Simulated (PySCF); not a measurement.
# Adding and removing an electron: SnGe

PBE0; PySCF, scalar-relativistic core potentials, basis sets Sn cc-pVDZ-PP with ECP28, Ge cc-pVDZ-PP with ECP10. Neutral (UKS): triplet (π ↑↑), Re = 2.582 Å, ωe = 240 cm⁻¹, De = 2.56 eV, HOMO -5.20 eV, LUMO -3.22 eV.

SnGe⁺ (UKS): quartet (σ ↑, π ↑↑), Re = 2.606 Å, ωe = 214 cm⁻¹, De = 2.71 eV to Sn⁺ + Ge. The energies at the minima are -508.82627 hartree for SnGe and -508.56316 for SnGe⁺.

Q: Work out the adiabatic ionisation energy, without and with harmonic zero-point energies (1 hartree = 27.2114 eV, 1 eV = 8065.5 cm⁻¹), and the change of the bond length.

A: At PBE0: 0.26311 hartree = 7.160 eV between the minima; the zero-point term (214.0 − 240.0)/2 cm⁻¹ = -0.002 eV makes it 7.158 eV. Re changes by +2.4 pm against the neutral. The electron leaves a σ orbital, and the small change of length marks it as nearly non-bonding.

Spin–orbit coupling is left out, which matters for elements this heavy, above all for dissociation energies. For an ion De counts to the pair picked by the measured ionisation energies or electron affinities, which need not be the lowest pair at this level. States were picked by a PBE0 search and need not be the measured ground states.
